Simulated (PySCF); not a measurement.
Fe⁺ (iron, charge +1) across methods

[Ar] 3d6 4s1, high-spin 6D determinant. All numbers are calculated (PySCF 2.14, the spin-free X2C one-electron Hamiltonian (Gaussian nucleus), in ANO-RCC-VTZP (6s5p3d2f1g, 59 functions)).

```tsv
method	E (hartree)	mean ε 3d α (eV)	mean ε 3d β (eV)	mean ε 4s α (eV)	Σ⟨r²⟩ (bohr²)	⟨S²⟩
r2SCAN	-1272.300	-17.914	-13.917	-13.393	25.22	8.751
B97-3	-1272.180	-19.935	-16.022	-13.587	25.23	8.752
wB97X	-1272.335	-22.142	-18.428	-15.527	25.28	8.752
PBE	-1272.088	-17.472	-13.844	-13.101	25.47	8.751
LC-wPBE	-1272.143	-22.497	-18.814	-16.117	25.31	8.751
PBE0	-1272.112	-19.906	-15.881	-13.777	25.24	8.751
UHF	-1271.11020	-26.697	-21.157	-15.441	25.24	8.752
LDA	-1269.766	-17.719	-13.838	-13.370	25.47	8.751
```
